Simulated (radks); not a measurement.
Valence configurations of Gd II (all share [Xe]). Calculated with a radial shooting solver on a logarithmic mesh with Libxc functionals: Dirac Kohn-Sham, PBEsol, spin-unpolarised, spherical densities, finite nucleus; open shells are shared between the two j in proportion to 2j + 1; Fermi nuclear charge, rms radius 5.1569 fm. Energies are relative to 4f7 5d1 6s1; eigenvalues in eV.

valence              E (eV)  e(4f5/2)  e(4f7/2)  e(5d3/2)  e(5d5/2)  e(6p1/2)
4f8 6s1              -4.300    -9.608    -8.908         -         -         -
4f7 5d1 6s1           0.000   -15.491   -14.734    -8.622    -8.307         -
4f7 5d0.5 6s1 6p0.5   1.488   -17.248   -16.490    -9.849    -9.509    -6.679
4f7 6s1 6p1           3.269   -19.056   -18.296         -         -    -7.306
4f7 5d1 6p1           3.576   -16.734   -15.977    -9.584    -9.253    -6.655
4f6 5d2 6s1           9.250   -22.234   -21.420    -9.992    -9.610         -
4f6 5d1 6s2           9.524   -24.771   -23.955   -11.644   -11.223         -
4f6 5d1 6s1 6p1      13.666   -25.991   -25.174   -12.617   -12.181    -7.606
4f6 6s2 6p1          14.972   -28.717   -27.897         -         -    -8.254
4f5 5d1 6s2 6p1      32.196   -36.487   -35.610   -15.956   -15.409    -8.508

NIST lists [Xe] 4f7 5d1 6s1 as the ground configuration; this level of theory puts 4f8 6s1 lower, by 4.300 eV. The energies are those of spherical spin-averaged densities, not of single terms.
